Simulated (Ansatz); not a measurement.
`CC(C)OC(=O)C(=O)OCC(F)(F)C(F)F`. The state is a singlet with charge 0. Geometry r2SCAN-D4/def2-SVP.

Cartesian coordinates in Å:
```
C -2.838 -2.605 1.845
C -1.853 -2.532 0.699
C -0.694 -3.504 0.817
O -1.336 -1.166 0.707
C -0.852 -0.707 -0.442
O -0.797 -1.302 -1.488
C -0.378 0.743 -0.251
O -0.613 1.426 0.708
O 0.309 1.128 -1.343
C 0.847 2.442 -1.320
C 2.310 2.367 -0.930
F 2.444 1.729 0.262
F 3.013 1.662 -1.853
C 2.973 3.738 -0.800
F 2.337 4.450 0.156
F 2.847 4.392 -1.979
H -2.329 -2.417 2.803
H -3.295 -3.606 1.883
H -3.637 -1.860 1.724
H -2.359 -2.673 -0.271
H -0.011 -3.406 -0.039
H -0.135 -3.323 1.749
H -1.074 -4.537 0.835
H 0.310 3.072 -0.595
H 0.769 2.855 -2.335
H 4.043 3.636 -0.543
```

B3LYP takes the VWN-RPA correlation.

**Question.** Estimate the orbital energies around the gap (eV) in Ansatz with PBE-D4/def2-TZVP, r2SCAN-D4/def2-TZVP, B3LYP-D4/6-31G, PBE0-D4/def2-SVP, PBE0-D4/def2-TZVP.

**Answer.** 
| orbital | PBE-D4/def2-TZVP | r2SCAN-D4/def2-TZVP | B3LYP-D4/6-31G | PBE0-D4/def2-SVP | PBE0-D4/def2-TZVP |
| --- | --- | --- | --- | --- | --- |
| HOMO−13 | -10.11 | -10.58 | -11.51 | -11.83 | -11.98 |
| HOMO−12 | -9.94 | -10.36 | -11.38 | -11.79 | -11.93 |
| HOMO−11 | -9.79 | -10.34 | -11.28 | -11.56 | -11.67 |
| HOMO−10 | -9.74 | -10.18 | -11.15 | -11.40 | -11.46 |
| HOMO−9 | -9.66 | -10.06 | -10.93 | -11.17 | -11.23 |
| HOMO−8 | -9.26 | -9.67 | -10.57 | -10.86 | -10.95 |
| HOMO−7 | -8.99 | -9.39 | -10.22 | -10.56 | -10.66 |
| HOMO−6 | -8.95 | -9.30 | -10.14 | -10.40 | -10.45 |
| HOMO−5 | -8.57 | -8.98 | -9.99 | -10.23 | -10.34 |
| HOMO−4 | -8.32 | -8.65 | -9.50 | -9.76 | -9.82 |
| HOMO−3 | -7.86 | -8.27 | -9.28 | -9.60 | -9.72 |
| HOMO−2 | -7.73 | -8.08 | -8.95 | -9.20 | -9.32 |
| HOMO−1 | -7.55 | -7.87 | -8.60 | -8.95 | -9.04 |
| HOMO | -6.35 | -6.72 | -7.62 | -7.93 | -8.06 |
| LUMO | -2.81 | -2.72 | -2.03 | -1.69 | -1.85 |
| LUMO+1 | 0.02 | 0.39 | 1.17 | 1.57 | 1.11 |
| LUMO+2 | 0.31 | 0.83 | 1.49 | 1.79 | 1.14 |
| LUMO+3 | 0.42 | 1.04 | 1.68 | 2.04 | 1.64 |
| LUMO+4 | 0.72 | 1.18 | 2.33 | 2.26 | 1.81 |
| LUMO+5 | 0.97 | 1.73 | 2.69 | 2.67 | 2.07 |
